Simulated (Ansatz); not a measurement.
C2H7ClGaNO (`C[N](C)[Ga]([OH])[Cl]`), charge 0, multiplicity 1.

(1) Give a relaxed structure at PBE0-D4/def2-TZVP (Ansatz). (An estimate is asked.)

Results:

(1) Ansatz gave: 
Z-matrix (Å, degrees):
```
C
N 1 1.440
H 1 1.099 2 111.3
H 1 1.091 2 110.9 3 120.1
H 1 1.099 2 111.3 3 -119.8
C 2 1.442 1 114.3 3 60.0
Ga 2 1.797 1 123.9 3 -119.8
H 6 1.099 2 111.3 1 59.8
H 6 1.099 2 111.3 1 -60.0
H 6 1.092 2 110.9 1 179.9
O 7 1.776 2 119.7 1 179.8
Cl 7 2.140 2 120.8 1 -0.2
H 11 0.959 7 113.2 2 180.0
```
Point group Cs.
This is one stationary point; other conformers may exist.
